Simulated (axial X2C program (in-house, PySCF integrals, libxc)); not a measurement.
## Spectroscopic constants of InF⁺

All values were computed with an in-house all-electron X2C program for linear molecules (integrals from PySCF). Spin-free means the one-electron spin-free X2C Hamiltonian; two-component (2c) means X2C with spin–orbit coupling and atomic mean-field two-electron Coulomb and Gaunt terms, so the difference of the two also holds small scalar two-electron terms. Basis: In dyall-cv3z [11s12p9d4f1g], F dyall-av3z [7s6p3d2f] (cores contracted in-house); Gaussian nuclei, density fitting, unrestricted open shells. Masses: In 114.904 u, F 18.998 u.

The run was started with this input:
```json
{"zs": [49, 9], "q": 1, "bas": ["dyall-cv3z", "dyall-av3z"], "levels": ["PBE0", "HF", "M06"], "cc": true, "r0": 2.06, "thr": -1.0, "nmax": 90, "npts": 10, "nst": 2, "ntry": 6}
```
```bash
python so2c.py task.json out
```

Keys: zs atomic numbers; q charge; bas basis sets; levels methods; cc coupled cluster on or off; r0 starting distance in Å; thr threshold in hartree for freezing inner shells (an s shell follows its p shell); nmax most natural virtual spinors; npts points on the curve; nst determinants followed; ntry starts of the search. HF also brings MP2.

State, spin-free: M_S = 1/2, Λ = 0 (beyond evenly filled blocks: σα); electrons by block: σα: 13, σβ: 12, π+α: 6, π+β: 6, π-α: 6, π-β: 6, δ+α: 2, δ+β: 2, δ-α: 2, δ-β: 2. Fragments: In+ + F.

State, 2c: Ω = 1/2 (⟨Sz⟩ = 0.50, ⟨Lz⟩ = 0.00 at PBE0); electrons by block: 1/2: 19, -1/2: 18, 3/2: 8, -3/2: 8, 5/2: 2, -5/2: 2. Fragments: In+ + F.

```json
{"Hamiltonian": "2c", "level": "PBE0", "Re (Å)": "1.909", "ωe (cm⁻¹)": "585.3", "ωexe (cm⁻¹)": "6.06", "Be (cm⁻¹)": "0.2838", "αe (cm⁻¹)": "0.00268", "De (eV)": "1.20", "D0 (eV)": "1.16", "k (mdyn/Å)": "3.29", "μ (D)": "-3.67"}
{"Hamiltonian": "2c", "level": "M06", "Re (Å)": "1.929", "ωe (cm⁻¹)": "521.2", "ωexe (cm⁻¹)": "9.17", "Be (cm⁻¹)": "0.2778", "αe (cm⁻¹)": "0.00372", "De (eV)": "0.865", "D0 (eV)": "0.833", "k (mdyn/Å)": "2.61", "μ (D)": "-3.70"}
```

Spin-free values that have a 2c row agree with it to the digits that matter (0.001 Å, 0.01 eV) and are not repeated.

Dipoles are positive if F is the positive end and refer to the centre of mass.

The state is one determinant whose occupation by symmetry is held fixed; it was picked as the lowest of a PBE0 search that is not exhaustive. De is counted from the lowest determinant-based energies of the atoms at the same level, without counterpoise correction. Density functionals use the spin component along the axis (collinear). In 2c an atomic determinant is not the ground J level, so De misses part of the atomic spin–orbit lowering. This holds for PBE0, M06. The functionals have no current-density term, which raises determinants with orbital currents, atoms included.

No reliable constants came from CCSD (2c), CCSD (spin-free), CCSD(T) (2c), CCSD(T) (spin-free), HF (2c), HF (spin-free), MP2 (2c), MP2 (spin-free): no minimum in range, unconverged points, a curve that is not smooth, a change of character along it, or the two Hamiltonians disagreeing along it.

Rough cost a point (2c) on 1 thread(s) of a shared host, integrals apart: PBE0 0.8 s, M06 1.2 s.

The whole task took 2.6 min on 1 thread of Intel(R) Xeon(R) Processor @ 2.30GHz, on a shared host.
